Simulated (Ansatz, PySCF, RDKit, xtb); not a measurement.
Complex: H2O (SMILES O) (first 3 atoms) with SiH4 (SMILES [SiH4]); geometry from B3LYP-D3(BJ)/def2-TZVP, rigid monomers moved along the line of their centres of mass till O1···Si4 is 4.39 Å.
(charge 0, multiplicity 1):
| atom | x (Å) | y (Å) | z (Å) |
|---|---|---|---|
| O | 0.4646 | 0.3123 | 0.3475 |
| H | 0.0730 | -0.4695 | -0.0562 |
| H | -0.1175 | 1.0418 | 0.1095 |
| Si | -0.4444 | -0.2718 | 4.5980 |
| H | -0.8329 | -1.4866 | 3.8475 |
| H | -0.8067 | -0.4766 | 6.0233 |
| H | -1.1995 | 0.8986 | 4.0974 |
| H | 1.0100 | -0.0382 | 4.5042 |

Monomers are frozen at their geometry in the pair; levels with a basis set take the counterpoise correction. Rows marked so take none. RDKit's UFF carries no charges.

Frozen-core correlation. Rows in 3-21G, 6-31G* carry no dispersion term and start afresh at each structure (6-31G* with six Cartesian d functions).

The values were computed with Ansatz (an electronic-structure program) with Gaussian orbitals; PySCF for 3-21G rows, 6-31G* rows, the dispersion terms; RDKit for the force fields; xtb for the GFN methods. Each number belongs to the level named beside it.

```
level                           interaction energy (meV)
------------------------------  ------------------------
UFF                                                -13.0
GFN1-xTB                                           -24.8
HF/3-21G (no counterpoise)                         -51.5
r2SCAN-D4/def2-TZVPPD                              -24.5
B3LYP/6-31G* (no counterpoise)                     -53.3
MP2/aug-cc-pV(T+d)Z                                -23.3
SCS-MP2/aug-cc-pV(T+d)Z                            -21.2
CCSD/aug-cc-pV(T+d)Z                                 [?]
CCSD(T)/aug-cc-pV(D+d)Z                            -23.6
```

Task: Fill in the missing entries.

Result: 
- CCSD/aug-cc-pV(T+d)Z, interaction energy (meV): -22.4
